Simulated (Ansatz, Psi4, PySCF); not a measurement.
AlCl₂ (SMILES [Cl][Al][Cl]), doublet, geometry from GFN2-xTB (such geometries of metal compounds can be far from the true shape) (the spin is typed, not shown lowest). Base run: MP2/def2-SVP in PySCF.

The PySCF input:
```python
from pyscf import gto, scf, mp

mol = gto.M(
    atom='''
Al    0.427907   -0.015748    0.469964
Cl    1.190069    0.331443   -1.401327
Cl   -1.517292   -0.319400    1.041943
''',
    basis='def2-svp',
    charge=0,
    spin=1,
    verbose=4,
)

mf = scf.UHF(mol)
mf.kernel()

pt = mp.MP2(mf)
pt.kernel()
print('E(MP2) = %.10f' % pt.e_tot)
```

The same geometry, method and basis name were run in Ansatz (a first-principles code) and Psi4 and PySCF, at each program's defaults and at the settings that a row names. The base is PySCF at its defaults. Differences at the defaults can come from grids, fitting, cores and function types together.

```json
[
 {"code and settings": "PySCF, defaults (exact integrals, spherical functions, all electrons correlated)", "ΔE vs base (mEh)": "0.000", "basis functions": "54", "E (Eh)": "-1160.99412", "SCF cycles": "10"},
 {"code and settings": "Psi4, defaults (density fitting with its default set, spherical functions, all electrons correlated)", "ΔE vs base (mEh)": "-0.053", "basis functions": "54", "E (Eh)": "-1160.99417", "SCF cycles": "12"},
 {"code and settings": "Ansatz, defaults (factorised integrals, spherical functions, frozen core)", "ΔE vs base (mEh)": "26.492", "basis functions": "54", "E (Eh)": "-1160.96763", "SCF cycles": "-"},
 {"code and settings": "PySCF, frozen core", "ΔE vs base (mEh)": "26.487", "basis functions": "54", "E (Eh)": "-1160.96763", "SCF cycles": "10"},
 {"code and settings": "Psi4, exact integrals, spherical functions, frozen core", "ΔE vs base (mEh)": "26.487", "basis functions": "54", "E (Eh)": "-1160.96763", "SCF cycles": "12"},
 {"code and settings": "Ansatz, high accuracy, frozen core", "ΔE vs base (mEh)": "26.487", "basis functions": "54", "E (Eh)": "-1160.96763", "SCF cycles": "-"}
]
```

Open shells are given as the SCF converged; they aren't shown to be the lowest states, and a large step between rows can be another state.
